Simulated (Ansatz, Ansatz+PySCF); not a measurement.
| atom | x (Å) | y (Å) | z (Å) |
| --- | --- | --- | --- |
| Li | 1.1931 | 0.0000 | 0.0000 |
| Li | -1.1931 | 0.0000 | 0.0000 |
| F | 0.0000 | 1.3959 | 0.0000 |
| F | 0.0000 | -1.3959 | 0.0000 |

Basis set: def2-SVP (spherical functions). Frozen core: 2 orbitals. Charge 0, multiplicity 1.

Computed with Ansatz (development build ahead of 0.2.0); each method stands on the lowest determinant of its kind that the runs found. Restricted open shells among the atoms or ions are ROHF, correlated in semicanonical orbitals with singles.

The atomization energy at this shape (free ground-state atoms in the same class of orbitals less the molecule, no zero-point energy) of singlet Li₂F₂:

```json
{"method": "RHF-CCSD(T)", "atomization energy": "13.43 eV"}
{"method": "RHF-MP2", "atomization energy": "13.92 eV"}
{"method": "RHF", "atomization energy": "10.63 eV"}
{"method": "UHF", "atomization energy": "10.44 eV"}
```

(1) What does RHF-CCSD give?

## Answers

(1) 13.37 eV. Caution: the shape is not the minimum.
